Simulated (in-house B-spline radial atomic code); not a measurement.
Rb8+: [Ar] 3d10 4s1

Method: Dirac-Kohn-Sham PW91, spherical fractional occupations, Fermi nucleus of rms radius 4.2036 fm. Calculated with a B-spline radial code for spherical atoms.

Screening seen three ways: the hydrogenic charge with the same mean radius, Z_r = [3n² - l(l+1)]/(2<r>), the one with the same energy, Z_e = n√(-2ε), and Slater's rules. Values are occupation-weighted means over j. An effective charge above Z reflects the relativistic contraction of the inner shells.

| shell | electrons | ε (eV) | <r> (bohr) | Z_r | Z_e | Slater |
| --- | --- | --- | --- | --- | --- | --- |
| 1s | 2 | -15169 | 0.04029 | 37.23 | 33.39 | 36.70 |
| 2s | 2 | -2142.4 | 0.1775 | 33.80 | 25.10 | 32.85 |
| 2p | 6 | -1915.8 | 0.1549 | 32.28 | 23.73 | 32.85 |
| 3s | 2 | -429.46 | 0.5081 | 26.57 | 16.85 | 25.75 |
| 3p | 6 | -356.44 | 0.5148 | 24.28 | 15.36 | 25.75 |
| 3d | 10 | -235.15 | 0.5144 | 20.41 | 12.47 | 15.85 |
| 4s | 1 | -142.93 | 1.247 | 19.25 | 12.96 | 11.70 |

The least bound orbital is 4s1/2 at -142.9 eV, and it is also the most diffuse (<r> = 1.247 bohr).

Spin-orbit splittings of the orbital energies (j = l + 1/2 above j = l - 1/2 when positive): 2p 60.9 eV, 3p 9.256 eV, 3d 1.598 eV.

For the 1s electron the small component carries 1.81 % of the norm, the zero-frequency Breit interaction raises the level by 25.73 eV, self-energy by 13.76 eV, and vacuum polarisation lowers it by 1.457 eV.
